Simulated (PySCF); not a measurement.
The multiplicity is imposed and other spin states were not computed.

Cartesian coordinates (Å):
```xyz
7

Cd    -0.2243    -0.1503     0.2558
Cl     1.7312    -0.3340     1.4113
O     -1.9375    -0.1524    -0.7119
C     -2.4482     1.0010    -1.3258
H     -2.6525     1.8321    -0.6189
H     -3.4146     0.7394    -1.7965
H     -1.7998     1.4043    -2.1316
```
Charge 0, spin multiplicity 1.

Question: Predict the HOMO, LUMO, dipole moment, HOMO–LUMO gap, charge on the central atom (Mulliken) and total energy from TPSSh-D3(BJ)/def2-TZVP // r2SCAN-D4/def2-SVP run with PySCF.

Answer: 
- HOMO = -6.71 eV
- LUMO = -2.24 eV
- dipole moment = 1.69 D
- HOMO–LUMO gap = 4.47 eV
- charge on the central atom (Mulliken) = 0.82 e
- total energy = -743.1538 Ha
